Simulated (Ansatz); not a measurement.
Ideal-gas functions of `[SeH][SiH]([SeH])[SeH]` at 600 K and 1 bar, from an Ansatz frequency run at PBE0-D4/def2-TZVP.

Molar mass 269.0 g/mol, point group C3 (symmetry number 3), electronic degeneracy 1, moments of inertia 568.48, 568.637, 1091.275 u Å². Harmonic wavenumbers (cm⁻¹, unscaled): 77, 78, 129, 163, 164, 257, 332, 441, 441, 636, 637, 641, 754, 755, 2226, 2425, 2426, 2426.

Use S(trans) = R[1.5 ln M + 2.5 ln T − 1.1517]; rotational temperatures θ = 24.2544 K / I; S(rot) = R[ln(√π/σ · √(T³/θAθBθC)) + 1.5]; for each mode x = 1.438777 ν̃/T, S = R[x/(eˣ − 1) − ln(1 − e⁻ˣ)] and H = RT x/(eˣ − 1); 1 cm⁻¹ = 0.0119627 kJ/mol; R = 8.31446 J/(mol·K).

Q: By hand: the entropy, in J/(mol·K).

A: Translation 193.2. Rotation: θ = 0.0427, 0.0427, 0.0222 K, giving 129.9. Vibration, mode by mode: 22.37, 22.27, 18.10, 16.18, 16.13, 12.47, 10.43, 8.23, 8.23, 5.57, 5.56, 5.51, 4.44, 4.43, 0.25, 0.17, 0.17, 0.17, in all 160.7. Electronic 0.0. Sum 483.8 J/(mol·K).

Q: By hand: H − E and G − E in kJ/mol, counted from the electronic energy.

A: Zero-point energy ½ × 15008 × 0.0119627 = 89.8; thermal vibration 44.2; translation, rotation and pV give 4 RT = 20.0. H − E = 154.0 kJ/mol, and G − E = 154.0 − 600 × 483.8/1000 = -136.3 kJ/mol.

Vibration gives 33 % of the entropy, 62.7 J/(mol·K) of it from the modes under 150 cm⁻¹: soft modes count most, and the harmonic formula is weakest for them. The sum counts one conformer and one mirror image; others add a mixing term.
